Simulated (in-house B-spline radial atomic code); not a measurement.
## LDA exchange-only excitations of V⁵⁺

Method: LDA exchange-only. Computed with an all-electron radial atomic-structure program (B-spline basis): linear response of the closed shell [Ne] 3s2 3p6 with the functional's adiabatic kernel; non-relativistic, point nucleus, no spin-orbit coupling, no double excitations, S, P, D and F terms only. Only terms of natural parity with L up to 3 were computed.

Command:
```bash
python run_td.py task.json out
```
Settings (radii: box in bohr, nucleus in fm):
```
Z                        23
electrons                18
configuration            [Ne] 3s2 3p6
hamiltonian              nr
method                   lda,
box_radius               16.35
intervals                52
```

Cost of the run: 0.5 s on 1 thread of Arm Neoverse N1 (shared host).

The lowest states, in the order of their Tamm-Dancoff energies; the method's threshold (minus the highest occupied level) is 115.35 eV. Labels give the largest channel, * marks a mixed state, and oscillator strengths are full-response dipole values. Semilocal kernels can invert the small singlet-triplet splittings of Rydberg terms. Energies in eV:

| state | full response | Tamm-Dancoff | oscillator strength |
| --- | --- | --- | --- |
| 3p → 3d 3P | 37.68 | 37.82 | - |
| 3p → 3d 3F | 38.81 | 38.91 | - |
| 3p → 3d 1F | 42.33 | 42.37 | - |
| 3p → 3d 1P | 54.37 | 56.88 | 3.82 |
| 3p → 4s 3P | 64.89 | 64.91 | - |
| 3s → 3d 3D | ? | ? | - |
| 3p → 4s 1P | 65.82 | 65.89 | 0.203 |
| 3s → 3d 1D | ? | ? | - |
| 3p → 4p 3S | 71.46 | 71.50 | - |
| 3p → 4p 3D | 72.38 | 72.39 | - |

(1) Where does 3s → 3d 3D lie?

(2) Where does 3s → 3d 1D lie?

(3) How large is the singlet-triplet splitting of 3p → 3d (F terms) in Tamm-Dancoff?

(4) What polarisabilities and dispersion coefficient does the method give?

## Answers

(1) At 65.12 eV in full response, 65.18 eV in Tamm-Dancoff.

(2) At 69.45 eV in full response, 69.58 eV in Tamm-Dancoff.

(3) 3.46 eV, from the unrounded values.

(4) Dipole 1.098 bohr³, quadrupole 1.192 bohr⁵, C6 2.003 hartree·bohr⁶ for two such species.
